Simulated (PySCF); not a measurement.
Method: PySCF with PBE-D3(BJ)/def2-TZVP // B3LYP-D3(BJ)/def2-TZVP. Gas-phase values, no solvent. One relaxed conformer stands for a flexible species; it need not be the lowest. Delta-SCF ions had no search for a lower state. Excitations are Tamm–Dancoff values on a coarser integration grid. The basis has no diffuse functions, so Rydberg states are missing or too high.

Reference species (SMILES): `C[C@@H]1O[SiH2]1` (neutral, multiplicity 1).

* **T1 excitation (TDA)**: 4.35 eV
* **LUMO**: -1.29 eV
* **vertical ionisation energy (Delta-SCF)**: 9.39 eV
* **HOMO–LUMO gap**: 4.84 eV

After one change: the T1 excitation (TDA) falls by 0.82 eV; the LUMO decreases by 0.71 eV; the vertical ionisation energy (Delta-SCF) goes up by 0.19 eV; the HOMO–LUMO gap falls by 0.95 eV.

Task: What was changed between the two runs? The new species is one of these.
A) `O=CC[SiH3]` (O–C–C–Si torsion 97°)
B) `C[Si@@H]1CO1`
C) `C=C[SiH2]O` (C–C–Si–O torsion -7°, C–Si–O–H torsion -69°)
D) `O[C@@H]1C[SiH2]1` (H–O–C–Si torsion 142°)

Result: A, `O=CC[SiH3]` (O–C–C–Si torsion 97°)
